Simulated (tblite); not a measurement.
Compound: C6H13FOSi.
SMILES with atom numbers: `[CH3:1][CH:2]([CH3:3])[C@@H:4]1[CH2:5][CH2:6][O:7][Si@@H:8]1[F:9]` (hydrogens: H10, H11, H12 on C1; H13 on C2; H14, H15, H16 on C3; H17 on C4; H18, H19 on C5; H20, H21 on C6; H22 on Si8)

Cartesian coordinates in Å at the GFN2-xTB level; atoms count from 1:
```
atom  x, y, z in Å
C1    -1.8230    1.1448    0.8768
C2    -1.1125   -0.1236    0.4106
C3    -2.0164   -0.9062   -0.5416
C4     0.2221    0.2289   -0.2544
C5     1.0264   -1.0025   -0.7048
C6     2.4964   -0.5875   -0.7844
O7     2.7933    0.2785    0.2923
Si8    1.5128    1.1160    0.8358
F9     1.3508    0.8254    2.4121
H10   -1.2034    1.6931    1.5825
H11   -2.0381    1.7935    0.0299
H12   -2.7625    0.8963    1.3652
H13   -0.9084   -0.7461    1.2890
H14   -2.1976   -0.3312   -1.4479
H15   -1.5653   -1.8550   -0.8198
H16   -2.9749   -1.1118   -0.0701
H17    0.0060    0.8419   -1.1362
H18    0.6935   -1.3973   -1.6640
H19    0.9259   -1.7855    0.0497
H20    3.1711   -1.4437   -0.7176
H21    2.6970   -0.0535   -1.7198
H22    1.6964    2.5449    0.7158
```

All values are computed: GFN2-xTB (tblite) harmonic vibrations without scaling, gas phase. Errors from tens to a few hundred cm⁻¹ against measured bands are possible. Modes of hydrogen on silicon can be 10 to 20 % off. One conformer, not necessarily the lowest.

Harmonic wavenumbers (cm⁻¹): 62.9, 81.5, 104.1, 172.3, 193.2, 218.5, 229.1, 247.7, 307.1, 356.7, 385.1, 424.6, 495.5, 560.2, 610.9, 667.1, 712.3, 800.4, 861.2, 876.3, 921.0, 950.1, 962.9, 987.3, 999.1, 1010.3, 1086.5, 1095.5, 1125.9, 1156.6, 1170.3, 1186.6, 1206.1, 1245.9, 1272.0, 1312.6, 1317.9, 1325.9, 1354.0, 1409.4, 1422.7, 1480.3, 1489.7, 1495.2, 1499.6, 1506.2, 1512.1, 2418.5, 2914.8, 2922.3, 2930.3, 2965.6, 2977.9, 2998.3, 3022.5, 3027.5, 3029.2, 3035.6, 3039.6, 3045.8.

A = 1954, B = 1121, C = 797.9 MHz; mass 148.072 u (most abundant isotopes); point group C1, symmetry number 1.

**Question.** Zero-point energy?

**Answer.** ½Σν̃ = 40098 cm⁻¹ = 479.68 kJ/mol.

**Question.** What is S at 500 K and 1 bar for an ideal gas of classical rigid rotors and harmonic oscillators?

**Answer.** Translation 181.93, rotation 130.29, vibration 221.99: S = 534.2 J/(mol K).

**Question.** And Cp and H(500 K) − H(0)?

**Answer.** Cp = 265.45 J/(mol K), of which vibrations give 232.20 (their classical limit is 60 R = 498.9); H(500 K) − H(0) = 75.39 kJ/mol without the zero-point energy, 58.77 from vibrations.

**Question.** What must be added to the electronic energy to get the Gibbs energy at 500 K and 1 bar?

**Answer.** ZPE + [H(500 K) − H(0)] − T·S = 479.68 + 75.39 − 267.10 = 287.97 kJ/mol.

**Question.** How do the functions run with temperature in this model?

**Answer.** 
```json
{"T (K)": "50", "S (J/(mol K))": "245.5", "Cp (J/(mol K))": "53.2", "H − H(0) (kJ/mol)": "2.01", "G − H(0) (kJ/mol)": "-10.26", "ln q(vib)": "0.35"}
{"T (K)": "100", "S (J/(mol K))": "291.2", "Cp (J/(mol K))": "81.4", "H − H(0) (kJ/mol)": "5.39", "G − H(0) (kJ/mol)": "-23.73", "ln q(vib)": "1.43"}
{"T (K)": "298.15", "S (J/(mol K))": "421.7", "Cp (J/(mol K))": "174.1", "H − H(0) (kJ/mol)": "30.66", "G − H(0) (kJ/mol)": "-95.06", "ln q(vib)": "6.86"}
{"T (K)": "373.15", "S (J/(mol K))": "464.7", "Cp (J/(mol K))": "210.5", "H − H(0) (kJ/mol)": "45.09", "G − H(0) (kJ/mol)": "-128.31", "ln q(vib)": "8.98"}
{"T (K)": "750", "S (J/(mol K))": "657.8", "Cp (J/(mol K))": "343.6", "H − H(0) (kJ/mol)": "152.25", "G − H(0) (kJ/mol)": "-341.09", "ln q(vib)": "19.53"}
{"T (K)": "1000", "S (J/(mol K))": "764.1", "Cp (J/(mol K))": "394.8", "H − H(0) (kJ/mol)": "244.97", "G − H(0) (kJ/mol)": "-519.16", "ln q(vib)": "26.12"}
```

q(vib) and H(0) count from the zero-point level.

**Question.** Blend soft modes into free rotors: weight 1/[1 + (100 cm⁻¹/ν̃)⁴] for the oscillator and the rest for a rotor with moment μB/(μ + B), μ = h/(8π²ν), B = 10⁻⁴⁴ kg m². What vibrational entropy results?

**Answer.** 210.04 J/(mol K) in place of 221.99, which changes −T·S at 500 K by +5.97 kJ/mol.

**Question.** Which modes carry the vibrational entropy at 500 K?

**Answer.** 62.9 cm⁻¹: 22.54; 81.5 cm⁻¹: 20.39; 104.1 cm⁻¹: 18.37; 172.3 cm⁻¹: 14.23; 193.2 cm⁻¹: 13.30; 218.5 cm⁻¹: 12.31 J/(mol K); the other 54 give 120.85 together.

Hindered rotation and anharmonicity are outside this model. Other conformers, if any are populated, would add a mixing term that is left out. The structure is chiral; the term R ln 2 for an equal mix with its mirror image is left out.

The run took 1.0 s of wall time on Arm Neoverse V1, one thread, no GPU (shared host). This covers the Hessian and the dipole derivatives.
